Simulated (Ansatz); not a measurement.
`[CH3][V]([CH3])(=[O])[F]` + H₂O → `[CH3][V](=[O])([OH])[F]` + CH₄ at 500 K and 1 bar (formal hydrolysis of a V–C bond).

Gas-phase electronic energies from Ansatz, PBE0-D4/def2-TZVP geometries. CCSD(T)/CBS adds triple-zeta CCSD(T) − MP2 to the extrapolated MP2 energy (def2 sets, frozen cores). This one scheme is used for every species. For V outer-core shells are correlated without core-valence functions, which leaves a few kJ/mol of doubt a bond. Scalar relativity is left out up to krypton. One conformer a species, not always the lowest.

```tsv
species	CCSD(T)/CBS energy (Eh)	H − E (kJ/mol)	S (J/(mol·K))
`[CH3][V]([CH3])(=[O])[F]`	-1198.20403	251.5	438.4
H₂O	-76.37941	73.2	206.3
`[CH3][V](=[O])([OH])[F]`	-1234.17043	190.8	408.8
CH₄	-40.46206	135.6	206.8
```

H − E and S are ideal-gas, rigid-rotor, harmonic terms from PBE0-D4/def2-TZVP, for one conformer and one mirror image of each species. 1 Eh = 2625.50 kJ/mol, R = 8.31446 J/(mol·K).

Task: By hand: ΔE, ΔH, ΔS and ΔG.

Result: ΔE = (-1234.17043) + (-40.46206) − (-1198.20403) − (-76.37941) = -0.04905 Eh = -128.8 kJ/mol. Δ(H − E) = 190.8 + 135.6 − 251.5 − 73.2 = 1.7, so ΔH = -127.1 kJ/mol. ΔS = 408.8 + 206.8 − 438.4 − 206.3 = -29.1 J/(mol·K). ΔG = -127.1 − 500 × (-29.1)/1000 = -112.5 kJ/mol.

Task: By hand: the equilibrium constant, and the temperature at which ΔG would vanish if ΔH and ΔS stayed fixed.

Result: log₁₀ K = −ΔG/(RT ln 10) = 11.8. ΔG = 0 at ΔH/ΔS = 4368 K, far beyond where these terms or the molecules hold.

ΔH outweighs TΔS. A doubt of 5 kJ/mol in ΔE shifts log₁₀ K by 0.5 here. Other conformers and mirror images would add mixing entropy, several J/(mol·K) or more a flexible species. These are equilibria of isolated gas molecules and say nothing of rates. Largest T1 diagnostic: 0.031 (customary marks: 0.02 for closed shells, 0.045 for open ones).
